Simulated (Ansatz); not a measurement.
`[CH3][GeH2][Br]` + BH₃ → `[BH2][GeH2][Br]` + CH₄ at 600 K and 1 bar (formal exchange of groups at a Ge–C bond).

Gas-phase electronic energies from Ansatz, PBE0-D4/def2-TZVP geometries. CCSD(T)/CBS is the MP2 limit (def2-TZVPP, def2-QZVPP) plus CCSD(T) − MP2 in def2-TZVPP, frozen cores. This one scheme is used for every species. For Br, Ge outer-core shells are correlated without core-valence functions, which leaves a few kJ/mol of doubt a bond. Scalar relativity is left out up to krypton.

| species | CCSD(T)/CBS energy (Eh) | H − E (kJ/mol) | S (J/(mol·K)) |
| --- | --- | --- | --- |
| `[CH3][GeH2][Br]` | -4690.53762 | 187.7 | 394.2 |
| BH₃ | -26.55200 | 91.5 | 217.3 |
| `[BH2][GeH2][Br]` | -4676.63012 | 143.3 | 400.2 |
| CH₄ | -40.46206 | 140.4 | 215.7 |

H − E and S are ideal-gas, rigid-rotor, harmonic terms from PBE0-D4/def2-TZVP. 1 Eh = 2625.50 kJ/mol, R = 8.31446 J/(mol·K).

By hand: ΔE, ΔH, ΔS and ΔG.

ΔE = (-4676.63012) + (-40.46206) − (-4690.53762) − (-26.55200) = -0.00256 Eh = -6.7 kJ/mol. Δ(H − E) = 143.3 + 140.4 − 187.7 − 91.5 = 4.5, so ΔH = -2.2 kJ/mol. ΔS = 400.2 + 215.7 − 394.2 − 217.3 = 4.4 J/(mol·K). ΔG = -2.2 − 600 × (4.4)/1000 = -4.8 kJ/mol.

By hand: the equilibrium constant, and the temperature at which ΔG would vanish if ΔH and ΔS stayed fixed.

log₁₀ K = −ΔG/(RT ln 10) = 0.4. ΔH and −TΔS have one sign here, so there is no such temperature. One of them is within its doubt of zero, so this could turn.

TΔS isn't small against ΔH here. The sign of ΔG lies within the doubt. A doubt of 5 kJ/mol in ΔE shifts log₁₀ K by 0.4 here. These are equilibria of isolated gas molecules and say nothing of rates. Largest T1 diagnostic: 0.010 (customary marks: 0.02 for closed shells, 0.045 for open ones).
